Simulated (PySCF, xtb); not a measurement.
diarsenic cation (As₂), SMILES [As]#[As] (connectivity only; charge and spin as stated), charge +1, multiplicity 2.

Harmonic wavenumbers (cm⁻¹) from GFN2-xTB (xtb) at its own minimum, in rising order: 400.

What does B3LYP-D3(BJ)/def2-TZVP (PySCF) give at its own minimum? (An estimate is asked for; the answer gives what the named calculation found.)

389. Paired by order, the mean absolute difference is 12 cm⁻¹ and the zero-point energies are 0.6 and 0.6 kcal/mol.
